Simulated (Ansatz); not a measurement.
Cost and result for the atomization energy of `C=[C](S)[GeH3]` (10 atoms, 9 bonds).

```xyz
10

C     0.0511    0.2603   -1.6673
C    -0.4035   -0.0010   -0.4427
S    -2.1185   -0.2790   -0.1772
Ge    0.7743    0.0382    1.1071
H    -0.5951    0.2564   -2.5407
H     1.0964    0.4946   -1.8334
H    -2.0198   -0.8900    1.0140
H     0.3967    1.2167    2.0181
H     2.2256    0.1734    0.6236
H     0.5929   -1.2697    1.8984
```

Total charge 0; spin multiplicity 1. Correlated methods include outer-core shells of Ge, which these sets cover unevenly. Scalar relativity is left out up to krypton. Geometry: relaxed with PBE0-D4/def2-TZVP. It is one conformer, not always the lowest. Program: Ansatz. All runs use 4 threads of an Arm Neoverse V2 on a shared host. Times are those of one run each, without the atoms' runs, and a repeat can differ threefold. Electronic energies, without spin–orbit coupling; frozen cores. CCSD(T)/CBS adds CCSD(T) − MP2 in def2-TZVPP to the MP2 limit, and its time is that of the two runs behind it. T1 = 0.012. With those shells the extrapolation isn't a true limit. B3LYP takes the VWN-RPA correlation (the form of Gaussian; ORCA's B3LYP/G).

CCSD(T)/CBS is a level of theory with its own doubt, some kJ/mol a heavy atom from the limit and from the frozen cores, so smaller differences don't rank the functionals.

```csv
level,functions,wall time,atomization (kJ/mol),difference from CCSD(T)/CBS,per bond
PBE-D4/def2-TZVPP (with forces),236,2.4 s,3416.4,45.9,5.1
PBE0-D4/def2-TZVPP,236,2.9 s,3367.3,-3.2,-0.4
B3LYP-D4/def2-TZVPP (with forces),236,4.5 s,3354.9,-15.6,-1.7
r2SCAN-D4/def2-TZVPP (with forces),236,4.5 s,3376.9,6.4,0.7
B2PLYP/def2-TZVPP,236,5 s,3318.3,-52.2,-5.8
ωB97X-V/def2-TZVPP,236,7.5 s,3376.1,5.6,0.6
ωB97M-V/def2-TZVPP (with forces),236,11 s,3363.7,-6.8,-0.8
MP2/def2-QZVPP,453,22 s,3359.9,-10.6,-1.2
CCSD(T)/def2-TZVPP,236,2.1 min,3293.8,-76.7,-8.5
CCSD(T)/CBS(def2),–,2.5 min,3370.5,0.0,0.0
```

From PBE to PBE0 (25 % exact exchange), in def2-TZVPP and without D4, the atomization energy moves by −45.6 kJ/mol: exact exchange takes away binding that semilocal exchange gives to molecules. The D4 term adds +37.7 kJ/mol with B3LYP and +19.6 kJ/mol with PBE0; it sums over pairs of atoms, weighted by their polarisabilities, and B3LYP, whose exchange is more repulsive, gets the larger term. In def2-TZVPP, CCSD(T) changes the Hartree–Fock value by +863.8 kJ/mol (the triples alone add +55.0 kJ/mol) and MP2 by +885.3 kJ/mol; breaking electron pairs costs correlation energy, which Hartree–Fock lacks.
